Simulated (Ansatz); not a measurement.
Basis-set extrapolation for C4H8O2S, SMILES `C=CCS(C)(=O)=O` (PBE0-D4/def2-TZVP geometry, frozen core, the Gaussian-basis code of Ansatz). Multiplicity 1, RHF reference.

|  | def2-TZVPP | def2-QZVPP |
| --- | --- | --- |
| HF | -703.475115 | -703.503069 |
| MP2 correlation | -1.332651 | -1.432395 |
| CCSD(T) correlation | -1.431813 | not run |

Energies in hartree. Use E(X) = E(∞) + A·exp(−7.88·√X) for Hartree–Fock and E(X) = E(∞) + B·X^(−2.97) for correlation, with X = 3 and 4, and add CCSD(T) minus MP2 of the smaller set to the MP2 limit.

What is the CCSD(T) energy at the basis-set limit?

HF limit: -703.503069 + (-0.027954) × 0.13774 = -703.50692. MP2 limit: -1.432395 + (-0.099744) × 0.74074 = -1.50628. Higher-order term: -1.431813 − (-1.332651) = -0.09916. Total: -705.11236 hartree, 539.4 kJ/mol below CCSD(T)/def2-TZVPP.
